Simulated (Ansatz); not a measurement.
Steps of a relaxation of FH₆NSi₂ (`N[SiH2][SiH2]F`) with RKS PBE-D4/def2-SVP.

```sh
$ ansatz run in.yaml --threads 2 --pin off --events-out ev --progress --plain --max-ram 4352MiB
```

```yaml
crystal:
  periodic: [false, false, false]
  atoms:
    - {symbol: N, position_ang: [-1.142600, 0.029500, -1.417800]}
    - {symbol: Si, position_ang: [-0.503300, -0.611800, -0.026900]}
    - {symbol: Si, position_ang: [1.400600, 0.422900, 0.766500]}
    - {symbol: F, position_ang: [1.208200, 1.975700, 1.108300]}
    - {symbol: H, position_ang: [-1.510600, 1.012200, -1.245200]}
    - {symbol: H, position_ang: [-2.024200, -0.437500, -1.682300]}
    - {symbol: H, position_ang: [-1.559000, -0.553800, 0.984300]}
    - {symbol: H, position_ang: [-0.216200, -2.016900, -0.357100]}
    - {symbol: H, position_ang: [1.895800, -0.230100, 2.071600]}
    - {symbol: H, position_ang: [2.534500, 0.358700, -0.198600]}
basis:
  gaussian: {orbitals: def2-SVP}
hamiltonian: {xc: pbe, dispersion: d4}
relax: {f_tol: 0.03, max_steps: 200}
```

Positions (Å) and forces (eV/Å) along the path, 13 of 17 steps:

```xyz
10
step=1 energy=-20040.1392 eV
N    -1.143    0.029   -1.418   -2.064    2.890   -2.543
Si   -0.503   -0.612   -0.027    0.613   -0.950    1.740
Si    1.401    0.423    0.766    1.061   -1.386    0.493
F     1.208    1.976    1.108   -0.474    1.621    0.282
H    -1.511    1.012   -1.245    0.763   -0.906   -0.362
H    -2.024   -0.438   -1.682    0.296   -0.289   -0.200
H    -1.559   -0.554    0.984   -0.409   -0.215    1.172
H    -0.216   -2.017   -0.357    0.326   -0.690    0.135
H     1.896   -0.230    2.072   -0.280    0.044   -0.439
H     2.534    0.359   -0.199    0.168   -0.120   -0.279
10
step=2 energy=-20040.5319 eV
N    -1.126    0.099   -1.419   -1.299    0.885   -1.071
Si   -0.559   -0.628    0.024    0.666   -0.486    0.980
Si    1.429    0.404    0.748   -0.138   -0.705    0.047
F     1.082    1.965    1.054   -0.038    0.745    0.167
H    -1.458    1.075   -1.273    0.386   -0.342   -0.129
H    -1.963   -0.384   -1.799    0.414    0.060   -0.024
H    -1.551   -0.628    1.163   -0.009   -0.083    0.186
H    -0.177   -2.050   -0.267   -0.080   -0.151   -0.027
H     1.867   -0.262    2.039    0.070    0.102   -0.141
H     2.539    0.359   -0.267    0.027   -0.024    0.014
10
step=4 energy=-20040.6172 eV
N    -1.186    0.068   -1.395    0.004    0.227   -0.049
Si   -0.571   -0.672    0.071   -0.228   -0.083   -0.184
Si    1.391    0.421    0.761    0.008    0.011    0.006
F     1.063    2.001    1.110   -0.006   -0.014   -0.026
H    -1.234    1.094   -1.397    0.011   -0.082   -0.003
H    -2.027   -0.298   -1.859    0.169   -0.058    0.172
H    -1.525   -0.723    1.246    0.009   -0.003    0.068
H    -0.210   -2.102   -0.242    0.021   -0.020    0.030
H     1.925   -0.233    2.010    0.005    0.008   -0.014
H     2.458    0.394   -0.301    0.007    0.014    0.001
10
step=5 energy=-20040.6237 eV
N    -1.182    0.089   -1.381    0.117    0.062    0.030
Si   -0.575   -0.686    0.066   -0.083   -0.019   -0.067
Si    1.384    0.418    0.757    0.003   -0.064   -0.025
F     1.061    2.010    1.040   -0.046    0.053    0.031
H    -1.228    1.112   -1.362   -0.040    0.019   -0.025
H    -2.016   -0.286   -1.842    0.003   -0.020    0.031
H    -1.519   -0.761    1.248   -0.012   -0.002    0.044
H    -0.205   -2.108   -0.267    0.008   -0.036    0.005
H     1.899   -0.205    2.029    0.013    0.031    0.006
H     2.465    0.367   -0.286    0.037   -0.025   -0.031
10
step=6 energy=-20040.6284 eV
N    -1.162    0.111   -1.374    0.034   -0.060    0.043
Si   -0.580   -0.699    0.067    0.022   -0.007    0.030
Si    1.383    0.407    0.754   -0.033   -0.016   -0.029
F     1.025    2.002    0.995   -0.004    0.000    0.014
H    -1.236    1.131   -1.324   -0.030    0.007   -0.013
H    -1.985   -0.274   -1.847    0.024    0.036    0.015
H    -1.523   -0.779    1.255    0.006    0.009   -0.032
H    -0.219   -2.123   -0.277   -0.027    0.016   -0.025
H     1.911   -0.169    2.042    0.001    0.025    0.008
H     2.469    0.343   -0.286    0.006   -0.009   -0.010
10
step=7 energy=-20040.6303 eV
N    -1.143    0.123   -1.363    0.017   -0.048    0.031
Si   -0.578   -0.712    0.069    0.036   -0.017    0.059
Si    1.381    0.401    0.751   -0.020   -0.001   -0.004
F     1.001    1.998    0.957    0.007   -0.030    0.000
H    -1.234    1.141   -1.290   -0.018    0.002   -0.008
H    -1.961   -0.263   -1.844   -0.014    0.034   -0.025
H    -1.526   -0.793    1.254    0.011    0.005   -0.031
H    -0.241   -2.136   -0.298   -0.015    0.031   -0.014
H     1.917   -0.135    2.055   -0.003    0.025   -0.015
H     2.467    0.325   -0.290   -0.002   -0.003    0.010
10
step=9 energy=-20040.6321 eV
N    -1.127    0.145   -1.329   -0.018   -0.026   -0.007
Si   -0.575   -0.740    0.078    0.001    0.005   -0.020
Si    1.375    0.391    0.746    0.001    0.061    0.047
F     0.963    1.991    0.863    0.022   -0.079   -0.008
H    -1.213    1.161   -1.230    0.000   -0.007    0.008
H    -1.936   -0.221   -1.841    0.002    0.026   -0.006
H    -1.523   -0.843    1.256   -0.011   -0.005    0.016
H    -0.259   -2.153   -0.341    0.008    0.007    0.005
H     1.910   -0.059    2.084   -0.013    0.022   -0.052
H     2.468    0.278   -0.284    0.007   -0.003    0.017
10
step=11 energy=-20040.6336 eV
N    -1.139    0.170   -1.295   -0.006   -0.027    0.016
Si   -0.568   -0.771    0.068   -0.022    0.043   -0.031
Si    1.369    0.383    0.741    0.019    0.124    0.012
F     0.947    1.988    0.718    0.042   -0.149    0.005
H    -1.194    1.185   -1.160    0.011   -0.023    0.013
H    -1.957   -0.156   -1.819    0.022    0.010    0.022
H    -1.498   -0.922    1.257   -0.012   -0.018   -0.009
H    -0.238   -2.164   -0.405   -0.006    0.006    0.009
H     1.856    0.041    2.130   -0.030    0.020   -0.073
H     2.505    0.195   -0.233   -0.018    0.013    0.036
10
step=13 energy=-20040.6346 eV
N    -1.138    0.172   -1.290   -0.012   -0.008    0.009
Si   -0.567   -0.776    0.067   -0.022    0.004   -0.028
Si    1.369    0.383    0.736    0.008    0.097    0.016
F     0.945    1.986    0.694    0.022   -0.097   -0.001
H    -1.180    1.186   -1.149    0.008   -0.016    0.008
H    -1.967   -0.142   -1.804    0.017    0.008    0.013
H    -1.502   -0.943    1.251    0.007    0.006   -0.002
H    -0.238   -2.167   -0.411    0.006    0.005    0.001
H     1.844    0.059    2.130   -0.016    0.004   -0.026
H     2.518    0.191   -0.220   -0.019   -0.003    0.009
10
step=14 energy=-20040.6351 eV
N    -1.138    0.176   -1.283   -0.032    0.001   -0.005
Si   -0.565   -0.785    0.064    0.005    0.003   -0.015
Si    1.367    0.383    0.731   -0.021    0.053    0.011
F     0.940    1.983    0.659    0.016   -0.055   -0.002
H    -1.164    1.190   -1.133    0.007   -0.020    0.003
H    -1.977   -0.123   -1.788    0.021    0.010    0.011
H    -1.498   -0.961    1.249    0.012    0.005   -0.008
H    -0.230   -2.171   -0.422   -0.002    0.003    0.000
H     1.822    0.080    2.135    0.007    0.004   -0.003
H     2.527    0.178   -0.208   -0.012   -0.003    0.006
10
step=15 energy=-20040.6355 eV
N    -1.139    0.181   -1.274   -0.047    0.023   -0.011
Si   -0.562   -0.795    0.059   -0.004   -0.006    0.000
Si    1.364    0.382    0.729   -0.008    0.031    0.000
F     0.935    1.979    0.615    0.010   -0.037    0.000
H    -1.146    1.194   -1.114    0.005   -0.036   -0.005
H    -1.991   -0.099   -1.770    0.039    0.012    0.019
H    -1.492   -0.987    1.244    0.013    0.006   -0.009
H    -0.224   -2.176   -0.441    0.002    0.005    0.000
H     1.803    0.113    2.144    0.002    0.003    0.001
H     2.536    0.157   -0.190   -0.011    0.000    0.005
10
step=16 energy=-20040.6356 eV
N    -1.140    0.184   -1.270   -0.042    0.023   -0.007
Si   -0.561   -0.800    0.057    0.001   -0.004    0.002
Si    1.363    0.381    0.729   -0.003    0.017   -0.002
F     0.932    1.975    0.594    0.007   -0.017    0.002
H    -1.139    1.196   -1.105    0.004   -0.034   -0.007
H    -1.997   -0.088   -1.762    0.038    0.010    0.018
H    -1.488   -0.997    1.242    0.006    0.001   -0.007
H    -0.220   -2.178   -0.450   -0.003    0.003    0.000
H     1.794    0.128    2.149   -0.001    0.001   -0.003
H     2.540    0.147   -0.181   -0.007    0.000    0.004
10
step=17 energy=-20040.6356 eV
N    -1.142    0.186   -1.267   -0.027    0.015    0.000
Si   -0.559   -0.803    0.055   -0.002    0.004   -0.001
Si    1.361    0.381    0.728    0.006   -0.001    0.000
F     0.933    1.974    0.582    0.000   -0.003    0.000
H    -1.135    1.197   -1.099    0.002   -0.021   -0.006
H    -2.001   -0.082   -1.757    0.024    0.005    0.010
H    -1.484   -1.005    1.241   -0.001   -0.002   -0.001
H    -0.219   -2.179   -0.456    0.001    0.001    0.000
H     1.787    0.138    2.152   -0.002    0.002   -0.005
H     2.541    0.140   -0.176   -0.001    0.001    0.002
```

Run time 28 s (2 threads of an Arm Neoverse V1 on a shared host); peak host memory 0.13 GiB.
